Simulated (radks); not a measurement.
Results of a calculation; reference values are marked as such.
Ionisation of La+, [Xe] 5d2, to La2+, [Xe] 5d1, under several functionals. Dirac Kohn-Sham, spin-unpolarised, spherical densities, point nucleus; open shells are shared between the two j in proportion to 2j + 1; a radial shooting solver on a logarithmic mesh with Libxc functionals. Known Delta-SCF values: HCTH/407 11.000 eV; SOGGA 10.699 eV. What does revPBE give, and what is its highest occupied eigenvalue?

Answer. 10.738 eV by Delta-SCF; the 5d5/2 eigenvalue is -7.009 eV. NIST: 11.185 eV (measured).

Beside tabulated values, note that spin-unpolarised runs miss the spin-polarisation part of the exchange energy of open shells.
